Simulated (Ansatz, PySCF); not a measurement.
B(CCH)(Me)2 (C₄H₇B), SMILES C#CB(C)C.

Coordinates come from a B3LYP-D3(BJ)/def2-SVP optimisation.

Vertical ionisation energy (IE) and electron affinity (EA) in eV. Rows of orbital energies are one-electron estimates. Where ΔSCF, EOM or ADC give a negative EA the extra electron is unbound and the value depends on the basis.

| level | IE | EA |
|---|---|---|
| −ε(HOMO), −ε(LUMO), B3LYP/def2-TZVP (PySCF) | ___ | ___ |
| −ε(HOMO), −ε(LUMO), PBE/def2-TZVP (PySCF) | 6.52 | 2.40 |
| ΔSCF, CAM-B3LYP/def2-SVPD (Ansatz), final states of multiplicity 2 and 2 | 10.08 | -0.37 |
| ΔSCF, PBE/def2-SVPD (Ansatz), final states of multiplicity 2 and 2 | 9.63 | -0.26 |

Complete the blanks. (Estimate from the structure and the level; the computed values follow.)


- −ε(HOMO), −ε(LUMO), B3LYP/def2-TZVP (PySCF), IE: 7.52
- −ε(HOMO), −ε(LUMO), B3LYP/def2-TZVP (PySCF), EA: 1.65

What vertical singlet–triplet gap does ΔSCF give with CAM-B3LYP/def2-SVPD (Ansatz, a first-principles code) and with PBE/def2-SVPD (Ansatz)? (An estimate is asked for; the answer gives what the named calculation found.)

4.36 and 3.97 eV (triplet above singlet where positive).
